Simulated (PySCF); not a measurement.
A structure optimised at PBE0-D3(BJ)/def2-SVP, used in a PySCF frequency run:

```xyz
10

In     0.0032    -0.6206     0.0000
O      1.3789    -2.0524     0.0000
H      0.9877    -2.9337     0.0000
O     -1.9768    -0.8299     0.0000
H     -2.2553    -1.7529     0.0000
O      0.6930     1.2305     0.0000
Si     0.0546     2.7547     0.0000
H     -0.7942     3.0004     1.2103
H      1.1745     3.7433     0.0000
H     -0.7942     3.0004    -1.2103
```

Q: Write its SMILES, formula and point group.

A: [OH][In]([OH])[O][SiH3], H₅InO₃Si, Cs

Q: What are its rotational constants (standard atomic weights)?

A: 4.4957, 1.2454, 0.98647 GHz
